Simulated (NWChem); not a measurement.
System: InF2 cation; SMILES [F][In+][F]

Computed with NWChem. All runs use the structure optimised with PBE0/def2-SVP. def2 effective core potentials on In; no spin-orbit coupling. Vertical excitations in the gas phase.

Estimate the computed values for PBE/def2-SVP, TDA. Quantities: lowest excitation, singlet (eV); oscillator strength of that lowest state; orbital gap (eV).


```yaml
lowest excitation, singlet (eV): 4.29
oscillator_strength_of_that_lowest_state: 0.000
orbital gap (eV): 4.05
```
